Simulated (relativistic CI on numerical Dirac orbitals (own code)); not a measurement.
## L2,3 absorption of copper in several valence states

Computed multiplet spectra 2p⁶3dⁿ → 2p⁵3dⁿ⁺¹ (Dirac-Coulomb-Breit ions, Slater integrals scaled by 0.8, an assumed crystal field that grows with the charge, no charge transfer; 300 K; Lorentzian 0.4 eV and Gaussian 0.3 eV FWHM at both edges, so that L2 comes out sharper than in experiment). Peaks over 5 % are given in eV from the highest peak in the L3 region of each spectrum (height, largest 100). S of the lowest state is read from ⟨S²⟩, and the branching ratio is the share of L3, cut at the minimum between the edges.

Field parameters in Wybourne normalisation: Oh B⁴₀ = 21Dq, B⁴₄ = √(5/14) B⁴₀. The field is a parameter set, without covalency.

- Cu²⁺ (d9, Oh, 10Dq = 12700 cm⁻¹): S = 0.50, branching ratio 0.73; peaks 0.0 (100), 20.1 (37)
- Cu³⁺ (d8, Oh, 10Dq = 16450 cm⁻¹): S = 1.00, branching ratio 0.74; peaks 0.0 (100), 2.5 (24), 20.3 (24), 21.6 (24)
- Cu⁴⁺ (d7, Oh, 10Dq = 20150 cm⁻¹): S = 1.50, high spin, branching ratio 0.83; peaks -4.9 (69), -3.6 (18), -2.6 (74), -1.7 (77), 0.0 (100), 1.7 (15), 3.4 (6), 18.7 (20), 19.8 (20), 20.8 (24), 22.3 (5)

The centroid of the whole edge, which also moves with the branching ratio, lies at 937.4 (Cu²⁺), 941.0 (Cu³⁺), 941.9 (Cu⁴⁺) eV in this ionic model, in steps of 0.9 to 3.6 eV. Compounds show about 1 to 2 eV a unit and lower energies for the high valences, since ligands screen the charge. The multiplet shape follows the d count and the spin state, and so serves as a fingerprint of valence. Real compounds of Cu⁴⁺ are mostly low spin, since covalency shrinks the Slater integrals more than this scale does.
